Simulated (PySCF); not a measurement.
trifluoroacetic acid (C2HF3O2), SMILES C(C(F)(F)F)(=O)O. Atoms are numbered in the order given.

```xyz
8

O      1.0548     1.5214     0.0000
C     -0.1569     0.9403     0.0000
O     -1.2213     1.5109     0.0000
C     -0.0006    -0.6035     0.0000
F      0.6784    -1.0052     1.0937
F     -1.2034    -1.1863     0.0000
F      0.6784    -1.0052    -1.0937
H      0.8968     2.4914     0.0000
```

Geometry optimised at PBE-D3(BJ)/def2-SVP. One conformer was computed; it need not be the lowest.

Calculation: PBE/def2-TZVP (PySCF).

Computed frontier levels, gap, dipole moment and polarisability:
- highest occupied level = -7.48 eV
- lowest empty level = -2.40 eV
- orbital gap = 5.08 eV
- dipole moment = 2.14 D
- quadrupole, principal values (traceless, Buckingham form, about the centre of nuclear charge) = -8.83, -0.46, 9.29 D·Å
- mean static polarisability = 34.3 bohr³ (5.08 Å³)
- polarisability, principal values = 27.0, 37.6, 38.3 bohr³
